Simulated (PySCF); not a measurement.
**Question.** Give a PBE0-D3(BJ)/def2-SVP geometry of Ta(NH)(OSiH3)3 (`[NH]=[Ta]([O][SiH3])([O][SiH3])[O][SiH3]`). (Singlet state.)

**Answer.** 
```xyz
18
H10NO3Si3Ta angstrom
Ta    -0.016   -0.023    0.089
N      0.330   -0.234    1.812
H      0.533   -0.349    2.796
O      1.386   -0.848   -0.919
Si     2.852   -1.627   -1.074
H      2.945   -2.742   -0.086
H      3.962   -0.658   -0.833
H      2.962   -2.174   -2.457
O     -0.091    1.851   -0.286
Si     0.024    3.482    0.036
H      0.219    3.702    1.500
H     -1.229    4.157   -0.409
H      1.185    4.048   -0.712
O     -1.697   -0.857   -0.286
Si    -3.052   -1.732    0.136
H     -3.108   -1.905    1.618
H     -2.994   -3.071   -0.521
H     -4.267   -1.002   -0.328
```

Orientation and origin are arbitrary. Atoms count from 1 in this order. All 3 O–Si bonds measure 1.667 to 1.668 Å. Ta1 (tantalum bonded to N and 3 O) is tetrahedral (angles from 108.1° to 110.8°). O4 (oxygen bonded to Si and Ta) is bent (angle 153.5°). Si5 (silicon bonded to O and 3 H) is tetrahedral (angles from 108.8° to 110.0°).

Bonds between heavy atoms (Å): Ta1–N2 1.770, Ta1–O4 1.914, Ta1–O9 1.913, Ta1–O14 1.913, O4–Si5 1.667, O9–Si10 1.667, O14–Si15 1.668.

Computed, not measured: PySCF, PBE0-D3(BJ)/def2-SVP geometry optimisation, gas phase, def2 core potentials past Kr.

Stationary, but not proved a minimum. Torsions: N2–Ta1–O4–Si5 -6°, N2–Ta1–O9–Si10 4°, N2–Ta1–O14–Si15 -2°.

On one thread of an Arm Neoverse V2, shared host with 96 logical CPUs at a one-minute load of 20, this took 4.5 min wall and 0.88 GiB of memory at its peak. That covers the optimisation of the geometry.
